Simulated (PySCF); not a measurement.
A calculated (LDA, PySCF 2.14, x2c-TZVPPall, the spin-free X2C one-electron Hamiltonian (Gaussian nucleus)) atom or ion has these occupied shells.

```
shell  electrons  orbital energy (eV)  rms radius, mean of both spins (bohr)
 1s α          1             -14991.0                                 0.0464
 1s β          1             -14990.9                                 0.0464
 2s α          1              -2004.3                                  0.193
 2s β          1              -2004.3                                  0.193
 2p α          3              -1779.1                                  0.171
 2p β          3              -1779.1                                  0.171
 3s α          1              -296.75                                  0.548
 3s β          1              -296.74                                  0.548
 3p α          3              -224.45                                  0.561
 3p β          3              -224.44                                  0.561
 3d α          5              -104.33                                  0.582
 3d β          5              -104.32                                  0.582
 4s α          1              -31.872                                   1.55
 4s β          1              -31.833                                   1.55
 4p α          3              -15.976                                   1.86
 4p β          3              -15.903                                   1.86
 5s α          1               -2.547                                   5.39
```

Task: Name the element and its charge.

Result: Rb (rubidium, neutral), in [Kr] 5s1, 2S determinant.
